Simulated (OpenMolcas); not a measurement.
# Fe4+: moving or changing the point charges

Fe4+ among 6 point charges of -2.2 e arranged as a trigonal prism (D3h), 1.89 Å from the ion, with a polar angle of 50.1° against the regular 49.1°.
```
   1.4496    0.0000    1.2128  -2.20
  -0.7248    1.2554    1.2128  -2.20
  -0.7248   -1.2554    1.2128  -2.20
   1.4496    0.0000   -1.2128  -2.20
  -0.7248    1.2554   -1.2128  -2.20
  -0.7248   -1.2554   -1.2128  -2.20
```

```
Program             : OpenMolcas
Method              : CASSCF
Basis               : ANO-RCC-VDZP [5s4p2d1f]
Scalar Hamiltonian  : DKH2, point nucleus
Active space        : 4 electrons in 5 orbitals (3d)
State averaging     : 2S+1 = 5 even, 5 roots; 2S+1 = 3 even, 45 roots; 2S+1 = 1 even, 50 roots
Spin-orbit coupling : RASSI with atomic mean-field integrals over the reference wave functions
```

Runs around this geometry, states (labels of D3, the rotations of D3h). Energies in cm-1 above the lowest state or level, χT in cm3 K/mol.

```csv
R (Å),q (e),Polar angle / regular,Ground state,First state of that spin,First gap with spin-orbit (degeneracies),χT at 300 K,First state of another spin
1.89,-1.43,1.02,5E,5A1 816.4,"27.7 (1, 2)",1.790,3E 26518
1.76,-2.2,1.02,5E,5A1 1955,"26.4 (2, 1)",2.123,3E 26373
1.89,-2.2,1.02,5E,5A1 1253,"1.5 (1, 2)",1.963,3E 26453
2.02,-2.2,1.02,5E,5A1 808.7,"24.4 (1, 2)",1.801,3E 26497
1.89,-2.2,1.1,5E,5E 1605,"11.3 (1, 2)",1.988,3A2 26125
```

Taking the first state of the same spin as R^-n, n = -ln(808.7 / 1955) / ln(2.02 / 1.76) = 6.4 between the shortest and longest distance.

Scaling the charges by -1.43 / -2.2 = 0.65 scales the first state of the same spin by 816.4 / 1253 = 0.65; with fixed orbitals a first-order splitting would follow the charge.

An orbital doublet at a regular site is open to a Jahn-Teller distortion, which this geometry leaves out. Without dynamic correlation the repulsion within the d shell is too large (B by tens of per cent), so at a given field states of lower spin stand too high. Point charges give a weaker field than real ligands, and real ions of this kind are often low spin; the high spin found here belongs to the model. The ground term spreads over less than 5000 cm-1, several times less than with real ligands, so orbital moments are less quenched and χT lies further from the spin-only value than at real sites (holds for R = 1.89, q = -1.43, ratio = 1.02; R = 1.89, q = -2.2, ratio = 1.02; R = 2.02, q = -2.2, ratio = 1.02; R = 1.89, q = -2.2, ratio = 1.1). Point charges carry no covalency, so the field is a model and not that of real ligands. An unlabelled pair can be two single states that coincide in this model. No measured value stands beside these numbers.
